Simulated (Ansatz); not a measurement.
Consider the ligand exchange at the Si–O bond: `F[SiH2]O[SiH2]F` + `N[SiH](O)F` → `O[SiH](F)N[SiH2]F` + `O[SiH2]F`.

Program: Ansatz. Geometries: PBE0-D4/def2-TZVP. ΔE: electronic, gas phase. CBS: MP2 limit from def2 TZ/QZ plus the TZ coupled-cluster correction, frozen cores. This one scheme is used for every species. DFT in def2-TZVPP. One conformer a species, not always the lowest.

`F[SiH2]O[SiH2]F`:

```xyz
9

F     2.063    0.886   -0.823
Si    0.558    1.353   -0.590
O    -0.357    0.057   -0.256
Si   -0.662   -1.337    0.516
F    -0.337   -1.159    2.065
H     0.552    2.289    0.553
H     0.071    1.957   -1.846
H    -2.101   -1.637    0.386
H     0.212   -2.408   -0.005
```

`N[SiH](O)F`:

```xyz
8

N     0.806   -0.806    0.330
Si   -0.230    0.279   -0.469
O    -1.425    0.770    0.522
F     0.723    1.477   -0.920
H     1.769   -0.894    0.049
H     0.459   -1.651    0.753
H    -0.926   -0.192   -1.680
H    -1.175    1.018    1.415
```

`O[SiH](F)N[SiH2]F`:

```xyz
11

O    -2.060    0.587    1.359
Si   -0.611    0.971    0.721
F     0.070    1.845    1.858
N     0.333   -0.410    0.360
Si    1.145   -0.795   -1.097
F     0.245   -1.725   -2.039
H    -2.604   -0.044    0.886
H    -0.694    1.787   -0.506
H     0.408   -1.097    1.100
H     2.367   -1.571   -0.796
H     1.403    0.453   -1.845
```

`O[SiH2]F`:

Z-matrix (Å, degrees):
```
Si
F 1 1.596
O 1 1.630 2 111.0
H 1 1.482 2 106.0 3 121.4
H 1 1.474 2 108.2 3 -116.3
H 3 0.958 1 119.1 2 71.8
```

```json
{"level": "r2SCANh", "ΔE (eV)": "0.55"}
{"level": "BHLYP", "ΔE (eV)": "0.63"}
{"level": "SCS-MP2/def2-TZVPP", "ΔE (eV)": "0.57"}
{"level": "MP2/def2-QZVPP", "ΔE (eV)": "0.54"}
```

(1) What does CCSD(T)/CBS give? (An estimate is asked.)

Largest T1 diagnostic among the species: 0.012.

## Answers

(1) Computed: +0.54 eV. The listed levels differ from it by 0.01, 0.09, 0.03, 0.00 eV.

At CCSD(T), def2-SVP lies −0.04 eV from the extrapolated value and def2-TZVPP −0.00 eV. In def2-TZVPP, CCSD(T) changes the Hartree–Fock value by −0.16 eV (the triples alone add −0.03 eV) and MP2 by −0.16 eV. From BLYP to BHLYP (50 % exact exchange), in def2-TZVPP and without D4, ΔE moves by +0.06 eV.
